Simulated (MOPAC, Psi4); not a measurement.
Relaxed torsion scan: C7H6OS, SMILES C#Cc1ccc(OC)s1. Scanned: dihedral S9–C6–O7–C8; all other coordinates were relaxed at GFN2-xTB. Points at φ and −φ are mirror images. Heavy atoms are numbered in the order of the SMILES C#Cc1ccc(OC)s1, hydrogens after them in the order of the atoms that carry them; the mirror image has the same energies with the sign of each dihedral reversed.

- PM7, restricted, heats of formation // GFN2-xTB (MOPAC)
- PBE-D3(BJ)/def2-SVP // GFN2-xTB (Psi4)

Energies relative to the lowest point of each profile, in eV:

```
φ / °    PM7
-----  -----
-150   0.037
-135   0.069
-45    0.135
-30    0.136
0      0.143
30     0.136
45     0.135
60     0.136
75     0.133
90     0.126
120    0.095
150    0.037
```

Q: Estimate the PBE-D3(BJ)/def2-SVP values at these points.

A: -150: 0.053; -135: 0.094; -45: 0.058; -30: 0.029; 0: 0.000; 30: 0.029; 45: 0.058; 60: 0.087; 75: 0.108; 90: 0.121; 120: 0.121; 150: 0.053 (eV).
